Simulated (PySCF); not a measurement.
**W: excitation energy**

W [Xe] 4f14 5d4 6s2 (5D) → W [Xe] 4f14 5d6 (5D), as a difference of total energies. Calculation: PySCF 2.14, in ANO-RCC-VTZP (8s7p5d3f2g1h, 104 functions); the spin-free X2C one-electron Hamiltonian (Gaussian nucleus). Correlated levels: valence: [Xe] 4f14 frozen. The calculations carry no spin-orbit coupling.

```
           method  excitation energy (eV)
              UHF                   4.359
              LDA                   3.764
              PBE                   3.714
             PBE0                   3.732
           r2SCAN                   3.890
    MP2 (valence)                   4.037
SCS-MP2 (valence)                   4.149
```

Q: How much does correlation contribute at MP2 (valence)?

A: 4.037 − (4.359) = -0.322 eV, measured against UHF.

A first-order spin-orbit estimate (lowest level to lowest level, LS coupling) adds 0.200 eV.
